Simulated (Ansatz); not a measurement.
Relaxation of C2H8N2OSi (14 atoms, charge 0, multiplicity 1), to a largest force component of 0.015 eV/Å in at most 40 steps.

Theory: Ansatz 0.2.0, RKS B3LYP-D4/STO-3G.

```xyz
14
Properties=species:S:1:pos:R:3
N 0.111 0.374 -1.466
C 0.236 0.165 -0.219
C 1.587 0.498 0.372
O 1.534 1.010 1.751
N -0.703 -0.366 0.605
Si -2.088 -1.087 0.047
H 0.971 0.800 -1.857
H 2.089 1.329 -0.192
H 2.305 -0.399 0.363
H 1.095 0.219 2.208
H -0.391 -0.722 1.529
H -2.897 -0.169 -0.741
H -2.904 -1.459 1.242
H -1.740 -2.342 -0.634
```

Q: Where does it end, and by what steps?

A: The run converged. The force dipped under the threshold on the way, but the program's further checks kept it going. Limits of this set-up: minimal basis. After 26 steps the energy has fallen by 1.152 eV; H8 moved furthest, 0.95 Å.

| step | energy less start (eV) | largest force component (eV/Å) | accepted |
| --- | --- | --- | --- |
| 0 | 0.0000 | 4.124 | yes |
| 1 | -0.7687 | 1.411 | yes |
| 2 | -0.8950 | 0.286 | yes |
| 3 | -0.9082 | 0.193 | yes |
| 4 | -0.9222 | 0.154 | yes |
| 5 | -0.9290 | 0.165 | yes |
| 6 | -0.9340 | 0.116 | yes |
| 7 | -0.9485 | 0.398 | yes |
| 8 | -0.9696 | 0.556 | yes |
| 9 | -0.9691 | 1.301 | no |
| 10 | -0.9935 | 0.322 | yes |
| 11 | -1.0185 | 0.407 | yes |
| 12 | -1.0428 | 0.548 | yes |
| 13 | -1.0423 | 0.909 | no |
| 14 | -1.0754 | 0.359 | yes |
| 15 | -1.1043 | 0.610 | yes |
| 16 | -1.1336 | 0.383 | yes |
| 17 | -0.8929 | 3.671 | no |
| 18 | -1.1460 | 0.162 | yes |
| 19 | -1.1485 | 0.078 | yes |
| 20 | -1.1502 | 0.064 | yes |
| 21 | -1.1509 | 0.047 | yes |
| 22 | -1.1514 | 0.016 | yes |
| 23 | -1.1518 | 0.021 | yes |
| 24 | -1.1517 | 0.176 | no |
| 25 | -1.1521 | 0.011 | yes |
| 26 | -1.1522 | 0.010 | yes |

```xyz
14
Properties=species:S:1:pos:R:3
N 0.231 -0.157 -1.623
C 0.343 0.043 -0.317
C 1.520 0.709 0.500
O 1.310 0.469 1.944
N -0.672 -0.327 0.573
Si -2.191 -1.032 0.057
H 1.144 0.217 -2.045
H 1.486 1.810 0.358
H 2.508 0.345 0.143
H 1.707 -0.471 2.058
H -0.351 -0.077 1.544
H -2.897 -0.136 -0.833
H -2.966 -1.244 1.258
H -1.966 -2.297 -0.608
```

Run time: 100 s on 1 thread of Arm Neoverse V1, with other jobs on the host, peak memory 0.15 GiB.
